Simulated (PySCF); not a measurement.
Start geometry of `[Al]([C]#C)([C]#C)[C]#C` (Al(CCH)3) from GFN2-xTB (Å):
```
atom  x, y, z in Å
Al1    0.0583   -0.0721    0.0011
C2     1.9231   -0.0171   -0.0279
C3     3.0910   -0.0264   -0.0425
H4     4.3065   -0.0251   -0.0232
C5    -0.9772    1.6706   -0.0299
C6    -1.5806    2.7574    0.0127
H7    -2.0611    3.6546    0.0340
C8    -0.9314   -1.6600   -0.0214
C9    -1.5867   -2.7107    0.0599
H10   -2.1173   -3.6480    0.0417
```

Question: What comes out of this run: PySCF, PBE0-D3(BJ)/def2-SVP geometry optimisation, gas phase?

Answer: 
```
atom  x, y, z in Å
Al1    0.0044   -0.0047   -0.0063
C2     1.9054   -0.0178   -0.0244
C3     3.1265   -0.0278   -0.0353
H4     4.2028   -0.0367   -0.0460
C5    -0.9330    1.6489   -0.0016
C6    -1.5314    2.7133    0.0099
H7    -2.0594    3.6513    0.0191
C8    -0.9445   -1.6518    0.0070
C9    -1.5543   -2.7096    0.0303
H10   -2.0919   -3.6418    0.0519
```

The energy falls by 17.2 kcal/mol over 9 energy and gradient evaluations, the largest force component goes from 0.1997 to 4.5e-04 Eh/bohr, and the atoms move by 0.057 Å rms after alignment. The bond that changes most is C3–H4 (ends: carbon bonded to C and H; hydrogen on carbon), which shortens by 0.139 Å. Bonds longer at the end by more than 0.005 Å: 4 of 9; shorter: 4. Among the angles that change most is C8–C9–H10, from 174.7° to 179.9°. Rotational constants go from 1892, 1840, 933.0 to 1903, 1881, 945.9 MHz. The orientation of the end geometry is arbitrary; only internal coordinates are fixed.

The run used 117 basis functions and 69 SCF cycles in all. Time: 43 s of wall time; peak memory 0.44 GiB. Hardware: an Arm Neoverse V1 with one thread, on a shared host.

No frequency check.
